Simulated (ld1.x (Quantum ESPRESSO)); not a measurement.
## Ag (Z = 47): TM pseudisation with LDA (PZ), fully relativistic reference atom.

```
Element                 : silver
Generator               : ld1.x (Quantum ESPRESSO) 7.5
Type                    : norm-conserving Troullier–Martins (Kleinman–Bylander form)
Functional              : LDA (PZ)
Relativity              : fully relativistic
Frozen core             : [Kr]
Valence charge          : 11
Reference configuration : 4d10 5s0.5 5p0.5
Partial waves           : 5s (bound): rc 1.90 bohr; 5p (bound): rc 3.95 bohr; 4d (bound): rc 1.40 bohr
Local potential         : all-electron potential smoothed inside 2.20 bohr (lloc = -1)
Core correction         : none
```

Open shells are filled in proportion to 2j + 1 (rel_dist='average').

Estimate the cutoffs (Ry, on a coarse ladder) from which the occupation-weighted sum of valence levels, in a spherical-Bessel basis at the reference potential, stays within 10 and 1 mRy of its value at 400 Ry.

80 Ry and 120 Ry.

What does a ghost test show?

No extra level below or beside the all-electron valence levels (s, p1/2, p3/2, d3/2, d5/2, f tested). The logarithmic derivative shows an extra or strongly shifted pseudo pole above the reference energy (s near 0.70 Ry).

Which valence shell sets the plane-wave cutoff?

4d: its level needs 80 Ry to come within 1 mRy, against 35 Ry for 5s.

Tests: 4d10 5s1 5p0; 4d10 5s0 5p0; 4d9 5s0 5p0; 4d9 5s1 5p0; 4d9 5s2 5p0; 4d10 5s0.5 5p0; 4d7 5s0 5p0. Which has the largest error in its energy relative to the reference configuration, and how large is it?

4d7 5s0 5p0, with -715 meV (all-electron minus pseudo) on +116.88 eV.
